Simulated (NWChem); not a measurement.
# C$_{2}$H$_{4}$N$_{3}$ cation; SMILES [nH]1cnc[nH+]1

```xyz
9

C     -1.0526    -0.4402     0.0000
N     -0.0018    -1.2449     0.0000
C      1.0513    -0.4432     0.0000
N      0.6705     0.8382     0.0000
N     -0.6681     0.8402     0.0000
H     -2.1024    -0.7405     0.0000
H      2.1003    -0.7465     0.0000
H      1.2219     1.6968     0.0000
H     -1.2170     1.7003     0.0000
```
Atoms are numbered in this order, from 1.

Results from NWChem. Pople sets run with spherical d functions. STO-3G and 3-21G are far too small for this property and stand as cheap habits. The geometry was optimised at PBE0/def2-SVP. Field at 589 nm.

**Question.** Order these runs by computing time, cheapest first, and give rough ratios: B3LYP/def2-SVPD; B3LYP/STO-3G; B3LYP/6-31G*.

**Answer.** B3LYP/STO-3G (1), B3LYP/6-31G* (5), B3LYP/def2-SVPD (20). Ratios are rough, from one shared machine; the cheapest took roughly 11 core-seconds. What differs between the cheapest and the dearest: isotropic polarisability (bohr³) 20.8 → 38.0; anisotropy (bohr³) 23.6 → 21.2.
